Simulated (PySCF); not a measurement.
# Computed spin Hamiltonian

C5H8O2S (charge +1 and doublet state).
Numbering: `[CH3:1][C+:2]1[CH:3][S:4](=[O:5])(=[O:6])[CH2:7][CH2:8]1` (hydrogens: H9, H10, H11 on C1; H12 on C3; H13, H14 on C7; H15, H16 on C8)

Cartesian coordinates in Å at the GFN2-xTB level; atoms count from 1:
```xyz
16
C5H8O2S angstrom
C      2.2071   -0.1101    0.3069
C      0.7590    0.0318    0.0226
C      0.2820    0.8412   -0.9204
S     -1.5363    0.9340   -0.7988
O     -1.9597    1.9342    0.1152
O     -2.0881    0.8328   -2.1035
C     -1.5587   -0.7168    0.1030
C     -0.2660   -0.6535    0.8671
H      2.3931   -0.0466    1.3776
H      2.8036    0.6354   -0.2125
H      2.5369   -1.0946   -0.0340
H      0.7716    1.3899   -1.7027
H     -2.4582   -0.7718    0.7100
H     -1.5707   -1.4450   -0.7048
H      0.0546   -1.6608    1.1606
H     -0.3779   -0.0912    1.8023
```

The hyperfine couplings belong to this conformer and change with its torsions.

Method used: UKS B3LYP, pcH-1 on C H O S, non-relativistic, mean-field spin-orbit, GIAO in PySCF. Geometry: GFN2-xTB, one conformer, isolated ion. A GFN2-xTB geometry isn't a minimum of the functional, and hyperfine couplings can be far from their values at a DFT geometry, by a factor of two or more for some ions and for spin on atoms past the first row. Stability of the SCF solution: not tested.

```json
{"g1, g2, g3": "2.00284, 2.00511, 2.00873", "g_iso": "2.00556", "Form of g": "rhombic: the two nearest values differ by 38 % of g3 − g1", "⟨S²⟩": "0.7556 (exact 0.7500)", "α and β electrons": "35, 34", "Total energy": "-743.56857 Eh"}
```

Hyperfine couplings atom by atom, in 10⁻⁴ cm⁻¹; T1 to T3 are the principal values of the dipolar part; ρ(0) is the spin density at the nucleus (1 × 10⁻⁴ cm⁻¹ = 2.998 MHz):

```
atom  isotope  a_iso  of which spin–orbit     T1     T2    T3  Mulliken spin population  ρ(0) (bohr⁻³)
  C1      13C    0.7                  0.0   -1.3   -1.1   2.3                      0.01         0.0020
  C2      13C   -0.9                  0.0   -5.0   -4.2   9.2                      0.13        -0.0023
  C3      13C    9.8                  0.0  -12.9  -11.7  24.6                      0.38         0.0261
  S4      33S   -8.8                  0.0   -1.0   -0.1   1.1                     -0.04        -0.0772
  O5      17O   -1.1                 -0.1  -11.8    5.6   6.2                      0.10         0.0049
  O6      17O   -3.9                 -0.3  -27.0   13.1  13.9                      0.25         0.0180
  C7      13C    8.1                  0.0   -3.7   -3.4   7.0                      0.10         0.0217
  C8      13C   -3.2                  0.0   -1.1   -0.6   1.7                      0.00        -0.0086
  H9       1H    1.2                  0.0   -0.8   -0.7   1.6                      0.00         0.0008
 H10       1H    2.3                  0.0   -1.1   -0.6   1.7                      0.00         0.0016
 H11       1H   27.1                  0.0   -1.1   -0.2   1.3                      0.03         0.0182
 H12       1H   -4.2                  0.0   -5.3   -1.2   6.4                     -0.01        -0.0028
 H13       1H    0.0                  0.0   -1.7   -0.5   2.2                      0.00         0.0000
 H14       1H    3.1                  0.0   -1.5    0.0   1.5                      0.00         0.0021
 H15       1H   26.1                  0.0   -1.3   -0.9   2.2                      0.03         0.0175
 H16       1H   20.9                  0.0   -1.1   -0.5   1.6                      0.02         0.0140
```

The Mulliken spin populations are largest on C3 (+0.38), O6 (+0.25), C2 (+0.13) and C7 (+0.10).

The SMILES `C[C+]1[CH]S(=O)(=O)CC1` draws the unpaired electron on C3, whose computed spin population is only +0.38.

Axes: g1 points within 6° of the C2–C8 bond.

Under fast tumbling the dipolar parts average out, and these isotropic splittings remain: 2 × 1H (H15/H16, I = 1/2, 3 lines) with 2.51 mT, 3 × 1H (H9/H10/H11, I = 1/2, 4 lines) with 1.09 mT, 1 × 1H (H12, I = 1/2, 2 lines) with 0.45 mT and 2 × 1H (H13/H14, I = 1/2, 3 lines) with 0.16 mT.

Class means assume fast exchange of nuclei equivalent by connectivity; if that motion is slow, each nucleus keeps its own coupling. The three 1H nuclei of mean +30.7 MHz run from 3.7 to 81.3 MHz in the frozen geometry. The 1H value of +70.5 MHz is a mean of couplings from 62.7 to 78.4 MHz in this one geometry, not an average over conformers. The 1H value of +4.6 MHz is a mean of couplings from 0.0 to 9.2 MHz in this one geometry, not an average over conformers.

The 13C coupling of C3 (29.3 MHz) shows only in satellite lines or after enrichment, since that isotope makes up about 1.07 % of natural carbon.

The 33S coupling of S4 (-26.4 MHz) shows only in satellite lines or after enrichment, since that isotope makes up about 0.76 % of natural sulfur.
